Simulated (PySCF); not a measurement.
[CrNI4]2- (charge -2 and doublet state).
Bonds: Cr1–N2, Cr1–I3, Cr1–I4, Cr1–I5, Cr1–I6.
The ion is multiply charged and has no counter-ions or solvent; whether it holds all its electrons wasn't checked.

Computed by this run: PBE0-D3(BJ)/def2-SVP geometry optimisation, gas phase, def2 core potentials past Kr in PySCF 2.14.0; unrestricted, density fitting, grid level 1; the optimiser is geomeTRIC in internal coordinates, started from a GFN2-xTB structure with every atom displaced at random (about 0.03 Å).

Step 0: E = -62309.5648 eV
```
atom  x, y, z in Å  |  force x, y, z in eV/Å
Cr1     0.0599   -0.0789    0.2707   -0.725   0.673   2.003
N2     -0.0185   -0.0217    1.9309    0.242  -0.186  -3.148
I3      2.6530    0.0090   -0.5746    0.249  -0.121   0.251
I4      0.0855    2.7225   -0.5428   -0.137  -0.287   0.315
I5     -2.7194   -0.0277   -0.5889    0.331   0.037   0.313
I6      0.0028   -2.6992   -0.5646    0.039  -0.116   0.267
```

Question: Estimate the geometry and energy of step 1. (The exact step hangs on the optimiser's Hessian estimate; all steps are aligned on step 0, rigid shifts and turns removed.)

Answer: E = -62309.9731 eV, largest force 2.576 eV/Å
```
atom  x, y, z in Å  |  force x, y, z in eV/Å
Cr1     0.0264   -0.0647    0.1931   -0.116   0.613   1.906
N2      0.0476    0.0195    1.7739   -0.092  -0.305  -2.556
I3      2.6992   -0.0150   -0.4772    0.006  -0.065   0.118
I4      0.0022    2.6828   -0.4788    0.036  -0.164   0.142
I5     -2.6870    0.0031   -0.5417    0.114  -0.055   0.200
I6     -0.0251   -2.7216   -0.5386    0.052  -0.023   0.190
```

The energy changes by -0.4083 eV. The first-order estimate −F·Δx gives -0.4979 eV and the mean of the old and new forces, exact on a quadratic surface, -0.3933 eV. The step makes an angle of 61° with the force vector and moves no atom by more than 0.175 Å.

The cost below is that of the whole optimisation. Hardware: one thread, Arm Neoverse V2 (aarch64), on a shared host. Cost: 9.7 min, 0.79 GiB resident at most.
